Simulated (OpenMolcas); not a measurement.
# Which level was it?

CuNH4: 6 atoms, total charge 0, spin state singlet. SMILES: `[H][Cu]<-[NH3]`. Geometry: a GFN2-xTB relaxation, a rough one for these elements and not checked as a minimum.

```xyz
6

Cu   -0.0127    0.0069   -1.2402
N     0.0008   -0.0012    0.7291
H    -0.4137    0.8605    1.0785
H     0.9645   -0.0714    1.0499
H    -0.5322   -0.7993    1.0688
H    -0.0066    0.0044   -2.6861
```

Orbital energies are those of the mean-field step.

A calculation with OpenMolcas 26.06 gave:

| Quantity | Value |
| --- | --- |
| total energy | -1697.0861 Eh |
| dipole moment | 6.60 D |
| HOMO energy | -5.28 eV |
| LUMO energy | 0.10 eV |
| HOMO–LUMO gap | 5.38 eV |
| largest force | 0.692 eV/Å |

Which of these levels gave the numbers?
A. PBE0/def2-SVP
B. CCSD(T)/def2-SVP
C. HF/3-21G
D. M06-2X/aug-cc-pVDZ

A. The others give -1696.0273 Eh (CCSD(T)/def2-SVP), -1687.1778 Eh (HF/3-21G), -1697.6472 Eh (M06-2X/aug-cc-pVDZ).
